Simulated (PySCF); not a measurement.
**How methods differ on the ionisation energy of Mo**

Mo [Kr] 4d5 5s1 [4d3/2^4 4d5/2^1 5s1/2^1, M_J = 3] → Mo⁺ [Kr] 4d5 [4d3/2^4 4d5/2^1, M_J = 5/2], as a difference of total energies. All numbers are calculated (PySCF 2.14, the two-component X2C-1e Hamiltonian, in x2c-SVPall-2c with one added diffuse shell each of s, p, d type (7s9p7d1f, 76 functions)). Correlated levels: [Ar] 3d10 frozen; the 6 highest virtual spinors dropped. "Screened" scales the spin-orbit matrix elements by Boettger's factors to mimic the two-electron term; Breit and QED terms are absent.

| method | ionisation energy (eV) |
| --- | --- |
| GHF (screened spin-orbit) | 6.270 |
| GMP2 (screened spin-orbit) | 6.920 |

Task: How much does correlation contribute at GMP2 (screened spin-orbit)?

Result: 6.920 − (6.270) = 0.650 eV, measured against GHF (screened spin-orbit).

Errors of the correlated levels include the incompleteness of this basis and the frozen core.

The labels give the starting determinants; with spin-orbit coupling the two ends relaxed to ⟨J²⟩ = 12.00, ⟨L²⟩ = 0.01, ⟨S²⟩ = 12.00 and ⟨J²⟩ = 8.75, ⟨L²⟩ = 0.01, ⟨S²⟩ = 8.75.

For comparison: 7.092 eV (measured; NIST Atomic Spectra Database, ionization energies).
